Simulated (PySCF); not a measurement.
Compound: B(AsH3)Cl3.
Bonds: B1–As2, B1–Cl6, B1–Cl7, B1–Cl8. Hydrogens: H3, H4, H5 on As2.

Method: PBE0-D3(BJ)/def2-SVP geometry optimisation, gas phase in PySCF 2.14.0; density fitting, grid level 1; the optimiser is geomeTRIC in internal coordinates, started from a GFN1-xTB structure with every atom displaced at random (about 0.03 Å).

Step 0: E = -99097.0796 eV
```
atom  x, y, z in Å  |  force x, y, z in eV/Å
B1      0.0543   -0.0643   -1.1826   -1.106   1.845   0.227
As2    -0.0126   -0.0145    0.9520    0.621  -0.866  -0.959
H3      0.6749    1.0217    1.6701    0.872   1.362   0.563
H4      0.6455   -1.1587    1.6457    0.011  -0.421   0.114
H5     -1.2647    0.0757    1.6607   -1.398  -0.084   0.539
Cl6     1.7442   -0.0550   -1.6137    1.438  -0.181  -0.322
Cl7    -0.7923    1.5712   -1.6040    0.194  -0.493   0.211
Cl8    -0.9111   -1.4618   -1.6120   -0.633  -1.162  -0.374
```

Step 1: E = -99097.3112 eV
```
atom  x, y, z in Å  |  force x, y, z in eV/Å
B1      0.0461   -0.0484   -1.1958   -0.544   0.871   0.025
As2     0.0032   -0.0128    0.9637    0.158   0.023   0.385
H3      0.7389    1.1136    1.6761   -0.152  -0.178  -0.214
H4      0.6348   -1.2017    1.6559   -0.086   0.058  -0.011
H5     -1.3407    0.0523    1.6678    0.193  -0.031  -0.177
Cl6     1.7839   -0.0626   -1.6367    0.268  -0.125  -0.031
Cl7    -0.7999    1.5658   -1.5706    0.184  -0.382   0.058
Cl8    -0.9281   -1.4919   -1.6441   -0.021  -0.237  -0.034
```

**Question.** Estimate the geometry and energy of step 2. (The exact step hangs on the optimiser's Hessian estimate; all steps are aligned on step 1, rigid shifts and turns removed.)

**Answer.** E = -99097.3378 eV, largest force 0.470 eV/Å
```
atom  x, y, z in Å  |  force x, y, z in eV/Å
B1      0.0349   -0.0274   -1.1926   -0.259   0.387   0.059
As2     0.0128   -0.0165    0.9672    0.080  -0.037   0.143
H3      0.7397    1.1161    1.6586   -0.074  -0.085  -0.082
H4      0.6279   -1.2074    1.6634   -0.026   0.040  -0.005
H5     -1.3344    0.0455    1.6490    0.084   0.004  -0.074
Cl6     1.7868   -0.0664   -1.6282    0.096  -0.058  -0.021
Cl7    -0.8024    1.5641   -1.5650    0.084  -0.163  -0.009
Cl8    -0.9272   -1.4937   -1.6361    0.015  -0.089  -0.012
```

The energy changes by -0.0266 eV. The first-order estimate −F·Δx gives -0.0371 eV and the mean of the old and new forces, exact on a quadratic surface, -0.0265 eV. The step makes an angle of 48° with the force vector and moves no atom by more than 0.024 Å.

What follows is the cost of the whole optimisation. Hardware: one thread of an AMD EPYC, no GPU, on a shared host. Cost: 80 s, 0.48 GiB resident at most.
